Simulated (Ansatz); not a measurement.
Geometry optimisation, RKS B3LYP-D4/def2-SVP (Ansatz 0.2.0).

Input:

```yaml
crystal:
  periodic: [false, false, false]
  atoms:
    - { symbol: Ga, position_ang: [-0.7299, -0.1186, -0.0854] }
    - { symbol: F, position_ang: [0.4811, -0.9646, -1.6164] }
    - { symbol: C, position_ang: [0.3299, -0.5422, 1.5819] }
    - { symbol: Cl, position_ang: [-2.7099, -0.0727, -0.7552] }
    - { symbol: H, position_ang: [0.6265, 0.2315, -1.6361] }
    - { symbol: O, position_ang: [0.3952, 1.4033, -1.198] }
    - { symbol: H, position_ang: [-0.3132, -0.7039, 2.4462] }
    - { symbol: H, position_ang: [0.91, -1.443, 1.3819] }
    - { symbol: H, position_ang: [1.0131, 0.2833, 1.7747] }
    - { symbol: H, position_ang: [-0.0028, 1.927, -1.8936] }
basis:
  gaussian: { orbitals: def2-SVP }
hamiltonian:
  xc: b3lyp
  dispersion: d4
relax:
  f_tol: 0.15
  max_steps: 25
  restrain:
    - { distance: [0, 5], at: 3.18, k: 30.0 }
    - { distance: [4, 1], at: 2.18, k: 30.0 }
    - { distance: [0, 1], at: 1.79, k: 30.0 }
    - { distance: [4, 5], at: 0.97, k: 30.0 }
output:
  orbitals: {}
```

Command:

```bash
$ ansatz run input.yaml --threads 2 --pin off --max-ram 3072MiB --backend cpu --events-out ev --progress --plain --runs-dir out
```

Task: Where does it end, and by what steps?

Result: The forces met the threshold. The restraints hold the end off the free minimum. After 8 steps the energy has fallen by 0.447 eV (the restraints' own energy left out); H5 moved furthest, 0.79 Å. Joined: H5–O6 (1.27 → 0.97 Å).

| step | energy less start (eV) | largest force component (eV/Å) | accepted |
| --- | --- | --- | --- |
| 0 | 0.0000 | 2.835 | yes |
| 1 | 0.0170 | 4.058 | yes |
| 2 | -0.2743 | 2.361 | yes |
| 3 | -0.2576 | 1.629 | yes |
| 4 | -0.3877 | 0.596 | yes |
| 5 | -0.4017 | 0.584 | yes |
| 6 | -0.3509 | 2.329 | no |
| 7 | -0.4376 | 0.363 | yes |
| 8 | -0.4465 | 0.386 | yes |

```xyz
10
Properties=species:S:1:pos:R:3
Ga -0.662 -0.627 -0.021
F 0.179 -1.125 -1.514
C 0.259 -0.695 1.691
Cl -2.726 -0.144 -0.405
H 0.903 0.868 -2.010
O 0.726 1.735 -1.609
H -0.459 -0.784 2.520
H 0.959 -1.543 1.696
H 0.829 0.241 1.799
H -0.007 2.074 -2.147
```

Run time: 15 s on 2 threads of AMD EPYC 9R45 96-Core Processor (Zen 5), on a shared host, peak memory 0.32 GiB.
